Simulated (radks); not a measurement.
Hg13+, 67 electrons, occupied as [Kr] 4d10 4f14 5s2 5p5. All-electron calculation, Dirac Kohn-Sham, RPBE, spin-unpolarised, spherical densities, point nucleus; open shells are shared between the two j in proportion to 2j + 1. Program: a radial shooting solver on a logarithmic mesh with Libxc functionals.

Normalised radial functions P(r) = r R(r) (large component), r in bohr:

r            4d5/2    5p3/2
0.0009349   0.0000   0.0015
0.001227    0.0000   0.0025
0.001611    0.0001   0.0042
0.002097    0.0001   0.0068
0.002753    0.0003   0.0112
0.003613    0.0007   0.0181
0.004705    0.0014   0.0287
0.006176    0.0030   0.0455
0.008042    0.0062   0.0697
0.01056     0.0130   0.1056
0.01385     0.0266   0.1543
0.01804     0.0520   0.2131
0.02368     0.1001   0.2783
0.03083     0.1815   0.3285
0.04047     0.3164   0.3348
0.05312     0.5112   0.2534
0.06917     0.7384   0.0644
0.0908      0.9370  -0.2126
0.1192      0.9553  -0.4431
0.1552      0.6425  -0.4325
0.2037     -0.0673  -0.0720
0.2652     -0.9283   0.4451
0.3482     -1.5640   0.6984
0.457      -1.6118   0.3226
0.595      -1.1700  -0.4697
0.781      -0.5904  -1.1298
1.025      -0.1979  -1.1705
1.335      -0.0420  -0.7268
1.752      -0.0045  -0.2639
2.282      -0.0002  -0.0529
2.995      0.0000  -0.0045

4d5/2: eigenvalue -588.03 eV, 1 radial node at r = 0.199 bohr, <r> = 0.451 bohr, 90 % of the charge inside 0.672 bohr. 5p3/2: eigenvalue -287.85 eV, 3 radial nodes at r = 0.0740, 0.212, 0.513 bohr, <r> = 0.960 bohr, 90 % of the charge inside 1.36 bohr.
